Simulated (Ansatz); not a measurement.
Sn₁₀OH₁₄⁻. Total charge -1; doublet. Geometry PBE-D4/def2-SVP, that of the neutral singlet.

```csv
atom,x (Å),y (Å),z (Å)
Sn1,0.558,-2.716,1.411
Sn2,-3.114,0.012,0.979
Sn3,0.849,1.710,2.648
Sn4,3.070,0.206,-1.090
Sn5,-0.601,2.942,-1.532
Sn6,-0.903,-1.466,-2.774
Sn7,-0.836,-0.545,2.540
Sn8,1.364,-2.034,-1.200
Sn9,-2.350,0.689,-1.656
Sn10,1.714,2.408,0.050
O11,-0.935,4.582,-2.389
H12,-0.461,-4.121,1.372
H13,1.947,-3.100,2.380
H14,-4.145,-1.387,0.926
H15,-4.029,1.311,1.677
H16,2.234,1.363,3.638
H17,0.015,3.052,3.366
H18,4.463,-0.166,-0.120
H19,3.633,0.622,-2.678
H20,-1.928,-2.865,-2.854
H21,-0.427,-1.072,-4.396
H22,-1.347,-0.943,4.157
H23,2.230,-3.363,-1.921
H24,-3.742,1.068,-2.628
H25,2.742,3.811,0.096
```

In the def2 sets Sn takes a core potential; there is no spin–orbit coupling. Single mean-field runs in def2-TZVP are fitted with def2-universal-jkfit.

Task: Estimate the α-spin orbital energies around the gap (eV) in Ansatz with PBE-D4/def2-TZVP, PBE0-D4/def2-TZVP, ωB97X-V/def2-TZVP.

Result: 
| orbital | PBE-D4/def2-TZVP | PBE0-D4/def2-TZVP | ωB97X-V/def2-TZVP |
| --- | --- | --- | --- |
| HOMO−5 | -3.45 | -4.31 | -6.42 |
| HOMO−4 | -3.32 | -4.28 | -6.23 |
| HOMO−3 | -3.27 | -4.14 | -6.14 |
| HOMO−2 | -2.67 | -3.93 | -6.10 |
| HOMO−1 | -1.80 | -2.77 | -4.67 |
| HOMO | -0.18 | -0.75 | -2.30 |
| LUMO | -0.04 | 0.71 | 2.49 |
| LUMO+1 | 0.18 | 0.86 | 2.60 |
| LUMO+2 | 0.40 | 1.03 | 2.72 |
| LUMO+3 | 0.46 | 1.13 | 2.85 |
| LUMO+4 | 0.73 | 1.36 | 3.05 |
| LUMO+5 | 0.84 | 1.45 | 3.14 |
| β HOMO | -1.71 | -2.64 | -4.54 |
| β LUMO | 0.02 | 0.78 | 2.59 |
